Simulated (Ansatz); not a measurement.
`C=C(C)B(F)Cl` + `N=C=O` → `O=C=NB(F)Cl` + propene at 298.15 K and 1 bar (ligand exchange at a B–C bond).

Program: Ansatz. Geometries: PBE0-D4/def2-TZVP. ΔE: electronic, gas phase. CCSD(T)/CBS is the MP2 limit (def2-TZVPP, def2-QZVPP) plus CCSD(T) − MP2 in def2-TZVPP, frozen cores. This one scheme is used for every species. One conformer a species, not always the lowest.

| species | CCSD(T)/CBS energy (Eh) | H − E (kJ/mol) | S (J/(mol·K)) |
| --- | --- | --- | --- |
| `C=C(C)B(F)Cl` | -701.62808 | 228.0 | 348.3 |
| `N=C=O` | -168.51995 | 67.5 | 238.3 |
| `O=C=NB(F)Cl` | -752.42964 | 76.1 | 332.3 |
| `C=CC` | -117.74610 | 222.5 | 264.5 |

H − E and S are ideal-gas, rigid-rotor, harmonic terms from PBE0-D4/def2-TZVP, for one conformer and one mirror image of each species. 1 Eh = 2625.50 kJ/mol, R = 8.31446 J/(mol·K).

Question: By hand: ΔE, ΔH, ΔS and ΔG.

Answer: ΔE = (-752.42964) + (-117.74610) − (-701.62808) − (-168.51995) = -0.02771 Eh = -72.8 kJ/mol. Δ(H − E) = 76.1 + 222.5 − 228.0 − 67.5 = 3.1, so ΔH = -69.7 kJ/mol. ΔS = 332.3 + 264.5 − 348.3 − 238.3 = 10.2 J/(mol·K). ΔG = -69.7 − 298.15 × (10.2)/1000 = -72.7 kJ/mol.

Question: By hand: the equilibrium constant, and the temperature at which ΔG would vanish if ΔH and ΔS stayed fixed.

Answer: log₁₀ K = −ΔG/(RT ln 10) = 12.7. ΔH and −TΔS have one sign here, so there is no such temperature.

The number of gas molecules stays the same, so ΔS is small and ΔH decides. A doubt of 5 kJ/mol in ΔE shifts log₁₀ K by 0.9 here. Other conformers and mirror images would add mixing entropy, several J/(mol·K) or more a flexible species. Modes under 60 cm⁻¹, often nearly free rotors, make the harmonic entropy too high. These are equilibria of isolated gas molecules and say nothing of rates. Largest T1 diagnostic: 0.018 (customary marks: 0.02 for closed shells, 0.045 for open ones).

ΔS is within the doubt of such terms, so its sign, and with it that verdict, could turn.
